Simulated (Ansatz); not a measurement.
Mulliken charges of `F[Si@H]1[O][Sn@H]1[Cl]` from r2SCAN/def2-TZVPP in Ansatz (PBE0-D4/def2-TZVP geometry).

```json
{"atom": "F1", "x (Å)": "-2.082", "y (Å)": "-0.027", "z (Å)": "1.194", "charge (e)": "-0.282"}
{"atom": "Si2", "x (Å)": "-0.504", "y (Å)": "-0.101", "z (Å)": "1.169", "charge (e)": "0.652"}
{"atom": "O3", "x (Å)": "0.223", "y (Å)": "-1.204", "z (Å)": "0.290", "charge (e)": "-0.532"}
{"atom": "Sn4", "x (Å)": "0.683", "y (Å)": "0.536", "z (Å)": "-0.921", "charge (e)": "0.701"}
{"atom": "Cl5", "x (Å)": "-0.508", "y (Å)": "0.187", "z (Å)": "-2.897", "charge (e)": "-0.379"}
{"atom": "H6", "x (Å)": "-0.052", "y (Å)": "0.241", "z (Å)": "2.532", "charge (e)": "-0.060"}
{"atom": "H7", "x (Å)": "2.301", "y (Å)": "0.300", "z (Å)": "-1.414", "charge (e)": "-0.099"}
```

**Question.** By hand: the dipole of these point charges (1 e Å = 4.8032 D).

**Answer.** Σ q r = (0.587, 0.843, 0.712) e Å, of length 1.250 e Å = 6.00 D.

**Question.** How does the dipole of the full density compare? (Best estimate.)

**Answer.** Computed: (0.349, 0.415, 0.506) e Å, 3.56 D; the point charges give 1.69 times that, at 9° from its direction.

Point charges leave out the atoms' own dipoles, such as those of lone pairs, and Mulliken's split depends on the basis, so the two needn't agree.
